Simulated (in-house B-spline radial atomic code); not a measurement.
How numerical settings move a run on Co III (Co2+), [Ar] 3d7. Computed with a B-spline radial code for spherical atoms: Dirac-Hartree-Fock, average of configuration, Fermi nucleus of rms radius 3.7875 fm.

Command:
```bash
python run_scf.py task.json out
```
Settings of the sound reference run:
```
Z                27
electrons        25
configuration    [Ar] 3d7
hamiltonian      dirac
method           hf
spin_polarised   False
nucleus          fermi
rms_radius       3.7875
mass_number      59
atomic_mass      58.93319
speed_of_light   137.036
knot_spacing     0.22
spline_order     8
gauss_points     12
box_radius       22.22
max_iterations   70
damping          0.5
damped_steps     3
diis_vectors     10
tolerance        1e-08
start            Thomas-Fermi
```

Time taken, with all properties: 1.8 s on 1 thread of Arm Neoverse N1, with other jobs on the host.

It converges in 10 iterations to -1391.174002 hartree, with 3d5/2 at -36.2098 eV. The other runs change the listed settings, some to values that make no sense; their results aren't properties of the atom or ion. Radii are in bohr (the nuclear one in fm), a minus after a letter asks for a j subshell, and «unchanged» means within 1e-8 hartree. The run stops when the residual is below 10 × tolerance × max(1, Z/10), or a noise floor if that is larger, and the energy moves by less than 1e-8 × √|E| hartree; so very loose and very tight tolerances often act alike.

| changed settings | outcome |
| --- | --- |
| damping = 0.95 | converged in 12 iterations, energy unchanged, 3d5/2 level +9.0e-06 eV |
| knot_spacing = 0.75, spline_order = 4, gauss_points = 4, first_knot = 0.00037, max_iterations = 100 | converged in 11 iterations, energy +2.97e+00 hartree from the reference, 3d5/2 level -2.0e+00 eV |
| knot_spacing = 0.15, first_knot = 0.00037, max_iterations = 60, damped_steps = 1 | converged in 10 iterations, energy +7.66e-06 hartree from the reference, 3d5/2 level +1.8e-05 eV |
| damping = 0.2 | converged in 11 iterations, energy unchanged, 3d5/2 level +4.3e-06 eV |
| gauss_points = 3 | converged in 9 iterations, energy +3.33e-05 hartree from the reference, 3d5/2 level -4.0e-05 eV |
| damping = 0.8 | converged in 11 iterations, energy unchanged, 3d5/2 level +4.1e-06 eV |
| method = scan,scan | stopped with error: meta-GGAs are not served with the Dirac Hamiltonian |
| damping = 0 | converged in 12 iterations, energy unchanged, 3d5/2 level +1.9e-05 eV |
| damped_steps = 8 | converged in 13 iterations, energy unchanged, 3d5/2 level -3.7e-06 eV |
| knot_spacing = 1, first_knot = 0.00037, max_iterations = 100, damped_steps = 1, tolerance = 1e-13 | not converged after 100 iterations, last residual 5.1e+01, last energy +4.97e+02 hartree from the reference |
| damped_steps = 1 | converged in 10 iterations, energy unchanged, 3d5/2 level +1.9e-05 eV |
| gauss_points = 4 | converged in 10 iterations, energy -1.23e-08 hartree from the reference |

Problem. What happens with gauss_points = 16?

Solution. Converged in 10 iterations, energy unchanged.

Problem. What happens with electrons = 26, configuration = [Ar] 3d7 4s-1, max_iterations = 60?

Solution. Stopped with error: j subshells need the Dirac Hamiltonian and l > 0.

Problem. What happens with spline_order = 4, max_iterations = 75, damped_steps = 30, diis_vectors = 1, tolerance = 1e-10?

Solution. Converged in 24 iterations, energy +4.69e-04 hartree from the reference, 3d5/2 level -1.5e-04 eV.

Problem. What happens with damped_steps = 0?

Solution. Converged in 9 iterations, energy unchanged, 3d5/2 level +1.7e-06 eV.
